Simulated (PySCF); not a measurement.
Harmonic spectrum computed at PBE0 in the def2-TZVP basis family (core potentials from Rb on, PySCF, no spin–orbit coupling):

```tsv
ω (cm⁻¹)	IR (km/mol)
660	21.1
856	3.7
2053	82.8
```

Q: Which molecule gave it? In each, all ligands are bound to the one heavy central atom.
A. HPN (doublet)
B. HGeN (singlet)
C. HSiN (singlet)
D. HAsN (doublet)
E. HSnN (singlet)

A: D. It has Cs symmetry with As–H 1.547 Å, As–N 1.703 Å.
